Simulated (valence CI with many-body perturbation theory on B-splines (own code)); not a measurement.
**Nb X: fill in the table**

Method: valence CI with perturbative core correlation (CI+MBPT): four valence electrons over a frozen Dirac-Fock core [Ar] 3d10, radial functions for each j: 11 s, 11 p, 9 d, 7 f, 5 g, 2 h, 1 i, with the one-electron correlation potential Σ1, the two-electron term Σ2, the three-electron term Σ3, Breit, model QED; selected CI, second order for the rest, scaled by the run's own slope (own B-spline code, finite nucleus).

No measured levels were compared; by estimate levels hold to about 250 cm⁻¹ or 0.2 % of their energy and the worst to 1 %, as in measured heavy ions of charge 2 to 7; those with d or f electrons hold less well. Among the levels kept, up to 280 cm⁻¹ of a level comes from second order outside the variational space, and about a tenth of that is noise between levels of different J, which matters for small intervals.

| Level | E (eV) |
| --- | --- |
| 4s2 4p2 3P_0 | 0.000 |
| 4s2 4p2 3P_1 | ? |
| 4s2 4p2 3P_2 | ? |
| 4s2 4p2 1D_2 | ? |
| 4s2 4p2 1S_0 | 9.345 |
| 4s 4p3 5S°_2 | 22.539 |
| 4s 4p3 3D°_1 | 28.354 |
| 4s 4p3 3D°_2 | ? |
| 4s 4p3 3D°_3 | 29.122 |
| 4s 4p3 3P°_0 | 32.134 |
| 4s 4p3 3P°_1 | 32.375 |
| 4s 4p3 3P°_2 | ? |
| 4s 4p3 1D°_2 | 36.174 |
| 4s 4p3 3S°_1 | 38.237 |
| 4s 4p3 1P°_1 | ? |
| 4s2 4p 4d 3F°_2 | 43.352 |
| 4s2 4p 4d 3F°_3 | 44.462 |
| 4s2 4p 4d 3F°_4 | 46.166 |
| 4s2 4p 4d 3P°_2 | 47.256 |
| 4s2 4p 4d 3D°_1 | 48.335 |

Names give the largest LS component (configuration and term), which can be under half, so a name can repeat, a term be missing and a line seem to break the LS rules; names also repeat where a configuration has a term twice.

Question: The levels stand in rising order. What does the calculation give for the missing energies?

Answer: 4s2 4p2 3P_1 1.766; 4s2 4p2 3P_2 2.831; 4s2 4p2 1D_2 5.803; 4s 4p3 3D°_2 28.432; 4s 4p3 3P°_2 32.668; 4s 4p3 1P°_1 41.440.
